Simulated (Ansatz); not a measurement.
This geometry of CH₂BBrSi (6 atoms, charge 0, multiplicity 1) is a first-order saddle point.

Method: RHF/def2-SVP (Ansatz).

```xyz
6
Properties=species:S:1:pos:R:3
B 0.624 -2.147 1.382
C 0.501 -1.029 0.353
Si -0.026 0.458 -0.413
Br -2.092 0.756 -1.150
H 0.867 1.253 -1.257
H 0.127 0.709 1.086
```

**Question.** Which two structures does it join? (They come from a converged band through this point; their orientation in space is the band's.)

**Answer.** Bonds broken: Si3–H6. Bonds formed: C2–H6.

Initial state:

```xyz
6
Properties=species:S:1:pos:R:3
B 0.708 -2.507 0.989
C 0.470 -1.080 0.495
Si -0.036 0.564 -0.167
Br -2.059 0.656 -1.110
H 0.955 0.900 -1.201
H -0.038 1.467 0.994
```

Final state:

```xyz
6
Properties=species:S:1:pos:R:3
B -0.014 -1.776 1.176
C 0.516 -0.434 0.720
Si -0.200 0.505 -0.504
Br -1.993 -0.066 -1.620
H 0.280 1.806 -0.971
H 1.411 -0.035 1.198
```

**Question.** How far does it lie above each of them?

**Answer.** 0.176 eV above the first and 2.656 eV above the second. This is the barrier of this one path; another mechanism may lie lower. The orbitals stay closed-shell, which can raise the energy where a bond breaks towards radicals; this wasn't checked here.

Time of the run: 4.3 min on 1 thread of Arm Neoverse V1 (shared host), peak memory 0.21 GiB.
